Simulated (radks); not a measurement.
Values are calculated unless marked as measured or tabulated.
The rhodium ion Rh26+, 19 electrons, occupied as [Ar] 3d1.

Level of theory: Dirac Kohn-Sham, BLYP, spin-unpolarised, spherical densities, finite nucleus; open shells fill j = l - 1/2 first; Fermi nuclear charge, rms radius 4.4945 fm (a radial shooting solver on a logarithmic mesh with Libxc functionals).

Energy parts (hartree):
| part | energy |
|---|---|
| total | -4345.03008 |
| kinetic | 4549.63419 |
| electron-nucleus | -9660.03738 |
| Hartree | 866.03683 |
| exchange-correlation | -100.66371 |

Orbitals (lengths in bohr, moments of r in powers of bohr):
[
 {"orbital": "1s1/2", "occ.": "2", "eigenvalue (hartree)": "-889.2617", "<r>": "0.03263", "<1/r>": "47.05"},
 {"orbital": "2s1/2", "occ.": "2", "eigenvalue (hartree)": "-164.9979", "<r>": "0.1405", "<1/r>": "10.87"},
 {"orbital": "2p1/2", "occ.": "2", "eigenvalue (hartree)": "-156.2161", "<r>": "0.1193", "<1/r>": "10.83"},
 {"orbital": "2p3/2", "occ.": "4", "eigenvalue (hartree)": "-150.8351", "<r>": "0.1241", "<1/r>": "10.24"},
 {"orbital": "3s1/2", "occ.": "2", "eigenvalue (hartree)": "-57.54892", "<r>": "0.3563", "<1/r>": "4.171"},
 {"orbital": "3p1/2", "occ.": "2", "eigenvalue (hartree)": "-54.32631", "<r>": "0.3428", "<1/r>": "4.104"},
 {"orbital": "3p3/2", "occ.": "4", "eigenvalue (hartree)": "-53.13901", "<r>": "0.3506", "<1/r>": "3.958"},
 {"orbital": "3d3/2", "occ.": "1", "eigenvalue (hartree)": "-48.08426", "<r>": "0.3109", "<1/r>": "3.832"},
 {"orbital": "3d5/2", "occ.": "0", "eigenvalue (hartree)": "-47.82015", "<r>": "0.3133", "<1/r>": "3.794"}
]

The highest occupied level is 3d3/2 at -1308.4 eV. For comparison, the ionisation energy in NIST's Atomic Spectra Database is 1344 eV (theoretical). In exact Kohn-Sham theory the highest level is minus the ionisation energy, but local and semilocal functionals leave it too shallow, through self-interaction and a potential that decays too fast; potentials with the right tail come closer.

Beside tabulated values, note that spin-unpolarised runs miss the spin-polarisation part of the exchange energy of open shells.
